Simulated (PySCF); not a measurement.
Spin states of AsO

Unrestricted PBE0; As def2-TZVPPD, O def2-TZVPPD; no relativity (PySCF 2.14). Outer shells of the fragments: As 3d10 4s2 4p3; O 2s2 2p4.

Followed along the bond (rough minima from three points):

```csv
2Ms+1,unpaired,⟨S²⟩ at the start,R at minimum (Å),Te (eV)
2,π ↑,0.76,1.62,0.00
4,π ↑↑↑,3.76,none in the scan,≤ 2.35
```

Solutions found at the starting distance of 1.775 Å, counted from the lowest of them; the search is not exhaustive and high or unbound solutions are not listed, so other states can lie among these:

| 2Ms+1 | unpaired | term | E (eV) | ⟨S²⟩ | ⟨Lz²⟩ | μ (D) |
| --- | --- | --- | --- | --- | --- | --- |
| 2 | π ↑ | ²Π | 0.00 | 0.76 | 1.01 | -3.19 |
| 4 | π ↑↑↑ | ⁴Π | 1.90 | 3.76 | 1.01 | -0.97 |
| 2 | π ↑↑↓ | mixed | 2.31 | 1.76 | 3.03 | -0.97 |
| 4 | σ ↑, π ↑↑ | ⁴Σ⁻ | 2.87 | 3.76 | 0.00 | -2.15 |
| 2 | σ ↓, π ↑↑ | mixed | 3.38 | 1.77 | 0.00 | -1.99 |
| 2 | π ↑ | mixed | 3.70 | 0.75 | 3.01 | -0.91 |

A term symbol is given only where ⟨S²⟩ and ⟨Lz²⟩ are close to those of a pure state; real π, δ and φ orbitals otherwise mix terms. A positive dipole means As(−)O(+).

Spin–orbit coupling is left out. Counting both spins, an empty level lies below a filled one in some of these solutions, because spin and occupation are held.
